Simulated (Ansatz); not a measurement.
Start from `CC([SiH3])[SeH]` and change one atom or group to get `C[CH]([SiH3])[InH2]`.

Ansatz, PBE0-D4/def2-TZVP geometries, multiplicity 1. Each molecule was computed in one conformer, which needn't be the lowest.

Elements past krypton have def2 core potentials. Scalar relativity is left out up to krypton. Spin–orbit coupling is left out; it splits and shifts lone-pair levels of the heavy atoms by tenths of an eV.

```csv
property,`CC([SiH3])[SeH]`
size of the dipole moment (B3LYP/def2-TZVPP) / D,1.15
LUMO energy (PBE/def2-TZVPP) / eV,-1.15
size of the dipole moment (PBE/def2-TZVPP) / D,1.12
HOMO energy (PBE/def2-TZVPP) / eV,-5.40
"ideal-gas entropy at 298 K and 1 bar (rigid rotor, harmonic PBE0-D4/def2-TZVP) / J/(mol·K)",350
size of the dipole moment (ωB97M-V/def2-TZVPP) / D,1.14
```

Question: What does the change do to each property? (Best estimate.)

Answer: Computed: 
```tsv
property	`C[CH]([SiH3])[InH2]`	shift
size of the dipole moment (B3LYP/def2-TZVPP) / D	1.07	-0.08
LUMO energy (PBE/def2-TZVPP) / eV	-2.49	-1.34
size of the dipole moment (PBE/def2-TZVPP) / D	1.10	-0.02
HOMO energy (PBE/def2-TZVPP) / eV	-6.07	-0.67
ideal-gas entropy at 298 K and 1 bar (rigid rotor, harmonic PBE0-D4/def2-TZVP) / J/(mol·K)	382	32
size of the dipole moment (ωB97M-V/def2-TZVPP) / D	1.06	-0.08
```

With PBE0 the HOMO falls by 0.60 eV and the LUMO falls by 1.49 eV, so the gap narrows by about 0.89 eV. PBE moves the HOMO by -0.67 eV and ωB97M-V by -0.52 eV. The zero-point energy changes by 6.5 kJ/mol with +3 modes. Dipoles are sizes alone; their direction can turn.

Positive LUMOs are unbound, so they and the gaps depend on the basis.

B3LYP here is the variant with VWN-RPA as its local correlation; programs differ in this.
